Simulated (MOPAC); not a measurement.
MOPAC input (AM1):

```
AM1 1SCF GEO-OK AUX(PRECISION=9) THREADS=1
H4Cl2Si2

Cl    2.00086400 1    1.73970500 1    0.34416100 1
Si    1.16314600 1   -0.12960600 1    0.00361600 1
Si   -1.16297900 1    0.13073900 1   -0.01039000 1
Cl   -2.00103600 1   -1.74086600 1   -0.33722300 1
H     1.59748900 1   -1.03830400 1    1.08572700 1
H     1.65732700 1   -0.63088800 1   -1.29634900 1
H    -1.59805400 1    1.03162100 1   -1.09875100 1
H    -1.65618900 1    0.64144000 1    1.28625100 1
```

Output:

```
 *******************************************************************************
 **                                                                           **
 **                              MOPAC v23.2.5                                **
 **                                                                           **
 *******************************************************************************
 ** MOPAC's Digital Object Identifier: https://doi.org/10.5281/zenodo.6511958 **
 **                                                                           **
 ** Please cite the open-source release paper for use of this MOPAC version:  **
 ** J. E. Moussa and J. J. P. Stewart (2026)                                  **
 ** MOPAC: An open-source semiempirical molecular orbital program             **
 ** J. Open Source Softw., 11(119), 8025, https://doi.org/10.21105/joss.08025 **
 *******************************************************************************

                              AM1 CALCULATION RESULTS

 *******************************************************************************
 *  AM1        - The AM1 Hamiltonian to be used
 *  GEO-OK     - OVERRIDE INTERATOMIC DISTANCE AND OTHER SAFETY CHECKS
 *  1SCF       - DO 1 SCF AND THEN STOP
 *  AUX        - OUTPUT AUXILIARY INFORMATION
 *******************************************************************************
AM1 1SCF GEO-OK AUX(PRECISION=9) THREADS=1
 H4Cl2Si2

   ATOM   CHEMICAL          X               Y               Z
  NUMBER   SYMBOL      (ANGSTROMS)     (ANGSTROMS)     (ANGSTROMS)

     1      Cl          2.00086400  *   1.73970500  *   0.34416100  *
     2      Si          1.16314600  *  -0.12960600  *   0.00361600  *
     3      Si         -1.16297900  *   0.13073900  *  -0.01039000  *
     4      Cl         -2.00103600  *  -1.74086600  *  -0.33722300  *
     5       H          1.59748900  *  -1.03830400  *   1.08572700  *
     6       H          1.65732700  *  -0.63088800  *  -1.29634900  *
     7       H         -1.59805400  *   1.03162100  *  -1.09875100  *
     8       H         -1.65618900  *   0.64144000  *   1.28625100  *

          CARTESIAN COORDINATES

    NO.       ATOM           X           Y           Z

     1        Cl          2.0009      1.7397      0.3442
     2        Si          1.1631     -0.1296      0.0036
     3        Si         -1.1630      0.1307     -0.0104
     4        Cl         -2.0010     -1.7409     -0.3372
     5         H          1.5975     -1.0383      1.0857
     6         H          1.6573     -0.6309     -1.2963
     7         H         -1.5981      1.0316     -1.0988
     8         H         -1.6562      0.6414      1.2863

  H: (AM1): M.J.S. DEWAR ET AL, J. AM. CHEM. SOC. 107 3902-3909 (1985)
 Si: (AM1): M.J.S.DEWAR, C. JIE, ORGANOMETALLICS, 6, 1486-1490 (1987).
 Cl: (AM1): M.J.S. DEWAR AND E. G. ZOEBISCH, THEOCHEM, 180, 1 (1988).

           Empirical Formula: H4 Cl2 Si2  =     8 atoms

      MOLECULAR POINT GROUP   :   C2h

      RHF CALCULATION, NO. OF DOUBLY OCCUPIED LEVELS = 13

 -------------------------------------------------------------------------------
 AM1 1SCF GEO-OK AUX(PRECISION=9) THREADS=1
 H4Cl2Si2

     1SCF WAS SPECIFIED, SO BFGS WAS NOT USED
     SCF FIELD WAS ACHIEVED

                              AM1 CALCULATION
                                                       MOPAC v23.2.5 Linux

          FINAL HEAT OF FORMATION =        -64.84626 KCAL/MOL =    -271.31676 KJ/MOL

          COSMO AREA              =        150.74 SQUARE ANGSTROMS
          COSMO VOLUME            =        148.16 CUBIC ANGSTROMS

          IONIZATION POTENTIAL    =         10.510326 EV
          HOMO LUMO ENERGIES (EV) =        -10.510 -1.824
          NO. OF FILLED LEVELS    =         13
          MOLECULAR WEIGHT        =        131.1086         POINT GROUP:  C2h

          MOLECULAR DIMENSIONS (Angstroms)

            Atom       Atom       Distance
           Cl     4   Cl     1     5.34732
            H     7    H     5     4.18555
            H     8    H     6     3.94688

          SCF CALCULATIONS        =          1

   ATOM   CHEMICAL          X               Y               Z
  NUMBER   SYMBOL      (ANGSTROMS)     (ANGSTROMS)     (ANGSTROMS)

     1      Cl          2.00086400  *   1.73970500  *   0.34416100  *
     2      Si          1.16314600  *  -0.12960600  *   0.00361600  *
     3      Si         -1.16297900  *   0.13073900  *  -0.01039000  *
     4      Cl         -2.00103600  *  -1.74086600  *  -0.33722300  *
     5       H          1.59748900  *  -1.03830400  *   1.08572700  *
     6       H          1.65732700  *  -0.63088800  *  -1.29634900  *
     7       H         -1.59805400  *   1.03162100  *  -1.09875100  *
     8       H         -1.65618900  *   0.64144000  *   1.28625100  *

                             CARTESIAN COORDINATES

   1   Cl        2.000864000     1.739705000     0.344161000
   2   Si        1.163146000    -0.129606000     0.003616000
   3   Si       -1.162979000     0.130739000    -0.010390000
   4   Cl       -2.001036000    -1.740866000    -0.337223000
   5    H        1.597489000    -1.038304000     1.085727000
   6    H        1.657327000    -0.630888000    -1.296349000
   7    H       -1.598054000     1.031621000    -1.098751000
   8    H       -1.656189000     0.641440000     1.286251000

           Empirical Formula: H4 Cl2 Si2  =     8 atoms

      MOLECULAR POINT GROUP   :   C2h

                  EIGENVALUES
 -37.15672 -36.98739 -17.24606 -16.70886 -14.74404 -14.71592 -13.96841 -13.76776
 -13.58491 -12.52715 -11.82633 -11.59008 -10.51033  -1.82442  -0.91107  -0.66596
   0.61226   0.88998   1.13192   1.15480

              NET ATOMIC CHARGES AND DIPOLE CONTRIBUTIONS

  ATOM NO.   TYPE          CHARGE      No. of ELECS.   s-Pop       p-Pop
    1         Cl          -0.263832        7.2638     1.98011     5.28372
    2         Si           0.489401        3.5106     0.90256     2.60804
    3         Si           0.489401        3.5106     0.90256     2.60804
    4         Cl          -0.263832        7.2638     1.98011     5.28372
    5          H          -0.112745        1.1127     1.11274
    6          H          -0.112825        1.1128     1.11282
    7          H          -0.112824        1.1128     1.11282
    8          H          -0.112745        1.1127     1.11274
 DIPOLE           X         Y         Z       TOTAL
 POINT-CHG.     0.000     0.002    -0.011     0.011
 HYBRID        -0.000    -0.000     0.001     0.001
 SUM            0.000     0.002    -0.010     0.010

          ATOMIC ORBITAL ELECTRON POPULATIONS

     Atom    s        px        py        pz
    1 Cl   1.98011   1.86919   1.45549   1.95905
    2 Si   0.90256   0.95058   0.75395   0.90352
    3 Si   0.90256   0.95055   0.75355   0.90394
    4 Cl   1.98011   1.86911   1.45422   1.96040
    5  H   1.11274
    6  H   1.11282
    7  H   1.11282
    8  H   1.11274

 **********************
 *                    *
 * JOB ENDED NORMALLY *
 *                    *
 **********************

 == MOPAC DONE ==
```

The geometry given is a B3LYP-D3(BJ)/def2-TZVP minimum.
